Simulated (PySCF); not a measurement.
From one molecule to another.

First species: C4H13OPSi2.
InChI=1S/C4H13OPSi2/c1-4(5)2-6(8)3-7/h2-3H2,1,7-8H3

Second species: C₉H₈S₂.
InChI=1S/C9H8S2/c1-7-4-5-9(11-7)8-3-2-6-10-8/h2-6H,1H3

Levels: PBE0/pcSseg-1 for dipole moment, HOMO energy, LUMO energy and HOMO–LUMO gap; GFN2-xTB for rotational constant A and rotational constant C. Geometries: GFN2-xTB. All species are isolated and taken at one optimised geometry, non-relativistic unless stated. Electronic properties by PySCF.

The conformers computed, where there is a choice (atom-mapped SMILES and torsion angles):
- `[CH3:1][C:2](=[O:3])[CH2:4][P:5]([SiH3:6])[CH2:7][SiH3:8]`: C1–C2–C4–P5 118°, C2–C4–P5–Si6 59°, C4–P5–C7–Si8 174°
- `[CH3:1][c:2]1[cH:3][cH:4][c:5](-[c:6]2[cH:7][cH:8][cH:9][s:10]2)[s:11]1`: C4–C5–C6–C7 180°

Values for the first species:

```
Dipole moment         : 3.29 D
HOMO energy           : -6.75 eV
LUMO energy           : -1.04 eV
HOMO–LUMO gap         : 5.71 eV
Rotational constant A : 2.249 GHz
Rotational constant C : 0.523 GHz
```

(1) Estimate the same properties for the second species, and the change in each.

## Answers

(1) 
| property | first | second | second less first |
| --- | --- | --- | --- |
| dipole moment | 3.29 D | 0.77 D | -2.52 D |
| HOMO energy | -6.75 eV | -5.79 eV | +0.96 eV |
| LUMO energy | -1.04 eV | -1.35 eV | -0.31 eV |
| HOMO–LUMO gap | 5.71 eV | 4.44 eV | -1.27 eV |
| rotational constant A | 2.249 GHz | 2.609 GHz | +0.360 GHz |
| rotational constant C | 0.523 GHz | 0.409 GHz | -0.114 GHz |

On the first: The dipole equals about 11.0 × 10⁻³⁰ C·m (1 D = 3.33564 × 10⁻³⁰ C·m). A dipole of 3.29 D is allowed in C1, and pure rotational transitions are dipole-allowed.

On the second: A dipole of 0.77 D is allowed in Cs, and pure rotational transitions are dipole-allowed. In atomic units the dipole is 0.30 e·bohr (1 au = 2.5417 D).
